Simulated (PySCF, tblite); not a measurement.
Compound: C₅H₁₀ClFO₂S.
Geometry (GFN2-xTB, Å), atoms numbered from 1 in this order:
```xyz
20
C5H10ClFO2S angstrom
C     -2.134   -0.738   -0.903
C     -1.155   -0.345    0.200
C     -1.608    0.946    0.878
C      0.253   -0.197   -0.404
C      1.346   -0.017    0.615
F      1.545   -1.111    1.385
S      2.879    0.163   -0.379
O      2.816    1.400   -1.089
O      3.141   -1.034   -1.103
Cl     4.312    0.357    1.039
H     -2.173    0.033   -1.668
H     -1.834   -1.672   -1.371
H     -3.132   -0.866   -0.492
H     -1.124   -1.146    0.945
H     -2.629    0.838    1.235
H     -1.578    1.775    0.175
H     -0.982    1.190    1.732
H      0.288    0.665   -1.074
H      0.497   -1.091   -0.983
H      1.265    0.861    1.258
```

Computed with PBE0/pcSseg-1 in PySCF (dipole) on a GFN2-xTB geometry, gas phase.

Take the most abundant isotopes and a rigid rotor. The values belong to one conformer with, in the numbering `[CH3:1][CH:2]([CH3:3])[CH2:4][C@@H:5]([F:6])[S:7](=[O:8])(=[O:9])[Cl:10]`, C1–C2–C4–C5 -171°, C2–C4–C5–F6 67°, C4–C5–S7–O8 68°.

Give the principal moments of inertia and the rotational constants in MHz.

Ia = 258.16, Ib = 979.56, Ic = 1028.13 u·Å²; 505379 MHz·u·Å²/I gives A = 1958, B = 515.9, C = 491.6 MHz.

Classify the top.

A near-prolate asymmetric top; Ray's κ = -0.967.

What does the inertial defect say?

Not planar: Δ = Ic − Ia − Ib = -209.59 u·Å². For a rigid frame Δ = −2 Σ m c², so Σ m c² = 104.80 u·Å² lies off the ab plane: 13.69 from hydrogen and 91.11 from heavier atoms. The atom farthest from that plane is 2.02 Å away.

List the rotational levels J(Ka,Kc) to J = 2 (MHz).

Above 0(0,0):
J = 1: 1(0,1) 1007, 1(1,1) 2449, 1(1,0) 2474
J = 2: 2(0,2) 3022, 2(1,2) 4440, 2(1,1) 4513, 2(2,1) 8838, 2(2,0) 8838
The levels of one J sum to (2J + 1)J(J + 1)(A + B + C)/3.

Predict some low-J microwave lines.

The dipole components are |μa| = 3.63 D, |μb| = 1.77 D, |μc| = 0.96 D. Intensities carry the squares of the components, which stand as 1.00 : 0.24 : 0.07 (a : b : c). Some lines, for components of 0.1 D or more:

| type | branch | J(Ka,Kc) | MHz | lower level (cm⁻¹) |
| --- | --- | --- | --- | --- |
| b | R | 2(0,2) ← 1(1,1) | 573 | 0.082 |
| a | R | 1(0,1) ← 0(0,0) | 1007 | 0.000 |
| c | Q | 3(1,3) ← 3(0,3) | 1382 | 0.202 |
| b | Q | 3(1,2) ← 3(0,3) | 1528 | 0.202 |
| a | R | 2(0,2) ← 1(0,1) | 2015 | 0.034 |
| c | R | 1(1,0) ← 0(0,0) | 2474 | 0.000 |
| a | R | 3(2,2) ← 2(2,1) | 3022 | 0.295 |
| a | R | 3(1,2) ← 2(1,1) | 3059 | 0.151 |
| b | R | 2(1,2) ← 1(0,1) | 3432 | 0.034 |
| a | R | 4(2,2) ← 3(2,1) | 4033 | 0.396 |
| c | Q | 5(2,4) ← 5(1,4) | 4180 | 0.559 |
| b | Q | 3(2,2) ← 3(1,3) | 4435 | 0.248 |
| b | Q | 4(2,3) ← 4(1,4) | 4484 | 0.380 |
| a | R | 5(2,4) ← 4(2,3) | 5037 | 0.530 |
| a | R | 5(2,3) ← 4(2,2) | 5043 | 0.530 |
| b | R | 4(1,4) ← 3(0,3) | 5363 | 0.202 |
| b | Q | 3(3,0) ← 3(2,1) | 7268 | 0.396 |
| b | Q | 4(3,2) ← 4(2,3) | 7270 | 0.530 |
| b | Q | 4(4,1) ← 4(3,2) | 10176 | 0.773 |
| b | R | 4(3,2) ← 3(2,1) | 11299 | 0.396 |
| c | R | 4(3,1) ← 3(2,1) | 11299 | 0.396 |
| b | R | 4(3,1) ← 3(2,2) | 11300 | 0.396 |
| c | R | 5(3,3) ← 4(2,3) | 12309 | 0.530 |
| c | R | 5(4,2) ← 4(3,2) | 15215 | 0.773 |
| b | R | 5(4,1) ← 4(3,2) | 15215 | 0.773 |
| b | R | 5(5,0) ← 4(4,1) | 18122 | 1.112 |

Its GFN2-xTB frequencies are all real (lowest 27 cm⁻¹). These are rigid-rotor constants of the computed structure; measured ground-state constants (B0) also hold zero-point vibration. A rigid rotor knows nothing of internal rotation, which can split or shift real lines. Quadrupole hyperfine structure (35Cl) is left out.

Hardware: an Arm Neoverse V2 with one thread (shared host). Cost: 52 s wall. This is the PBE0/pcSseg-1 job that gave the dipole, with the shieldings it also computed.
